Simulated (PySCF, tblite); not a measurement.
C3H10B3N3.
SMILES with atom numbers: `[BH:1]1[NH:2][BH:3][N:4]([CH:5]2[CH2:6][CH2:7]2)[BH:8][NH:9]1` (hydrogens: H10 on B1; H11 on N2; H12 on B3; H13 on C5; H14, H15 on C6; H16, H17 on C7; H18 on B8; H19 on N9)

Jobs on this species (19 atoms, 64 electrons) with PySCF (density fitting) and tblite. Hardware of each: one thread of an Arm Neoverse V1, on a shared host. Times come from a shared host and carry two figures at best.

```
                                                             level and settings                                                                           work  basis functions  SCF cycles  wall time
                                                                B3LYP/def2-SVPD  10 singlets by full TDDFT, 4 Tamm–Dancoff triplets, polarisability, ΔSCF ions              260           ?          ?
                                                                  PBE0/pcSseg-1                shieldings, ring-centre shieldings, charges and field gradients              203           ?          ?
                                                                       GFN2-xTB                                                  Hessian by finite differences                –           –     0.67 s
                                             PBE0-D3(BJ)/def2-SVP, grid level 1                   geometry optimisation from a GFN2-xTB start shaken at random              176           ?          ?
                                              PBE0/pcSseg-1, IEF-PCM chloroform                shieldings, ring-centre shieldings, charges and field gradients              203          13       34 s
delta-SCF UKS SCAN, pcX-2 on the ionised atom, pcseg-1 elsewhere, spin-free X2C                                                  ΔSCF core ionisation, 6 holes              207         108    1.7 min
                                            B3LYP/def2-SVPD, IEF-PCM chloroform                                       6 singlets by full TDDFT, polarisability              260          12       53 s
                                                                       GFN2-xTB                                                              L-BFGS relaxation                –           –     0.51 s
```

Fill in the missing figures.

- B3LYP/def2-SVPD; 10 singlets by full TDDFT, 4 Tamm–Dancoff triplets, polarisability, ΔSCF ions: 5.0 min, 13 SCF cycles
- PBE0/pcSseg-1; shieldings, ring-centre shieldings, charges and field gradients: 32 s, 13 SCF cycles
- PBE0-D3(BJ)/def2-SVP, grid level 1; geometry optimisation from a GFN2-xTB start shaken at random: 1.7 min, 44 SCF cycles

What do all jobs in the table cost together?

About 10 min; the longest takes about 48 % of that, and about 590 times as long as the shortest.
